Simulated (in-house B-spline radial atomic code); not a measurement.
Yb7+: [Kr] 4d10 4f11 5s2 5p4 (with a hole in an inner shell)

Method: Dirac-Hartree-Fock, average of configuration, Fermi nucleus of rms radius 5.3108 fm. Calculated with a B-spline radial code for spherical atoms.

Z_r = [3n² - l(l+1)]/(2<r>); Z_e = n√(-2ε); the last column is Slater's effective charge. Values are occupation-weighted means over j. An effective charge above Z reflects the relativistic contraction of the inner shells.

```csv
shell,electrons,ε (eV),<r> (bohr),Z_r,Z_e,Slater
1s,2,-61828,0.01966,76.30,67.41,69.70
2s,2,-10706,0.08269,72.56,56.10,65.85
2p,6,-9493.3,0.07378,67.77,52.83,65.85
3s,2,-2566.3,0.2157,62.59,41.20,58.75
3p,6,-2189.6,0.2151,58.12,38.06,58.75
3d,10,-1706.1,0.1961,53.56,33.59,48.85
4s,2,-631.32,0.4864,49.34,27.25,42.25
4p,6,-503.4,0.5147,44.68,24.33,42.25
4d,10,-326.38,0.5538,37.92,19.59,30.85
5s,2,-168.37,1.125,33.32,17.59,15.60
4f,11,-133.99,0.6458,27.87,12.55,20.50
5p,4,-133.25,1.255,29.08,15.65,15.60
```

The least bound orbital is 5p3/2 at -130.3 eV, and it is also the most diffuse (<r> = 1.278 bohr).

Spin-orbit splittings of the orbital energies (j = l + 1/2 above j = l - 1/2 when positive): 2p 1049 eV, 3p 226.5 eV, 3d 48.9 eV, 4p 52.28 eV, 4d 9.769 eV, 4f 1.616 eV, 5p 8.82 eV.

For the 1s electron the small component carries 6.9 % of the norm, the zero-frequency Breit interaction raises the level by 202.4 eV, self-energy by 124.3 eV, and vacuum polarisation lowers it by 22.14 eV.

The density falls to 0.001 bohr⁻³ at 2.611 bohr; Σ<r²> = 22.318 bohr² gives, by the non-relativistic formula and without the paramagnetism of open shells, a Langevin diamagnetic susceptibility of -17.68×10⁻⁶ cm³/mol.
